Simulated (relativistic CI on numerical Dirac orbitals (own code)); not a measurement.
d2 in a ligand field

Computed with a parametric ligand-field model of a d^n configuration (Racah B and C, spin-orbit zeta, crystal field), exact diagonalisation.

Field parameters in Wybourne normalisation: Oh B⁴₀ = 21Dq, B⁴₄ = √(5/14) B⁴₀. The field is a parameter set, without covalency.

(1) Ground term and bands for B = 570, C = 2580, ζ = 0 cm⁻¹, Oh, 10Dq = 19950 cm⁻¹?

(2) Ground term and bands for B = 570, C = 2580, ζ = 0 cm⁻¹, Oh, 10Dq = 10830 cm⁻¹?

(3) Ground term and bands for B = 570, C = 2580, ζ = 0 cm⁻¹, Oh, 10Dq = 15390 cm⁻¹?

(4) Ground term and bands for B = 570, C = 2580, ζ = 0 cm⁻¹, Oh, 10Dq = 18810 cm⁻¹?

(5) Ground term and bands for B = 570, C = 2580, ζ = 0 cm⁻¹, Oh, 10Dq = 22230 cm⁻¹?

Results:

(1) Ground term 3T1 with 0.02 electrons in the two orbitals of the cubic e set. Spin-allowed: 3T2 18698 cm⁻¹ (535 nm), 3T1 25996 cm⁻¹ (385 nm), 3A2 38648 cm⁻¹ (259 nm). Lowest spin-forbidden: 1T2 8839 cm⁻¹ (1131 nm), 1E 8939 cm⁻¹ (1119 nm), 1A1 19743 cm⁻¹ (507 nm).

(2) Ground term 3T1 with 0.04 electrons in the two orbitals of the cubic e set. Spin-allowed: 3T2 9822 cm⁻¹ (1018 nm), 3T1 17364 cm⁻¹ (576 nm), 3A2 20652 cm⁻¹ (484 nm). Lowest spin-forbidden: 1T2 8915 cm⁻¹ (1122 nm), 1E 9099 cm⁻¹ (1099 nm), 1A1 18336 cm⁻¹ (545 nm).

(3) Ground term 3T1 with 0.03 electrons in the two orbitals of the cubic e set. Spin-allowed: 3T2 14235 cm⁻¹ (702 nm), 3T1 21630 cm⁻¹ (462 nm), 3A2 29625 cm⁻¹ (338 nm). Lowest spin-forbidden: 1T2 8876 cm⁻¹ (1127 nm), 1E 9006 cm⁻¹ (1110 nm), 1A1 19223 cm⁻¹ (520 nm).

(4) Ground term 3T1 with 0.02 electrons in the two orbitals of the cubic e set. Spin-allowed: 3T2 17579 cm⁻¹ (569 nm), 3T1 24898 cm⁻¹ (402 nm), 3A2 36389 cm⁻¹ (275 nm). Lowest spin-forbidden: 1T2 8848 cm⁻¹ (1130 nm), 1E 8954 cm⁻¹ (1117 nm), 1A1 19635 cm⁻¹ (509 nm).

(5) Ground term 3T1 with 0.01 electrons in the two orbitals of the cubic e set. Spin-allowed: 3T2 20941 cm⁻¹ (478 nm), 3T1 28202 cm⁻¹ (355 nm), 3A2 43171 cm⁻¹ (232 nm). Lowest spin-forbidden: 1T2 8822 cm⁻¹ (1133 nm), 1E 8912 cm⁻¹ (1122 nm), 1A1 19926 cm⁻¹ (502 nm).
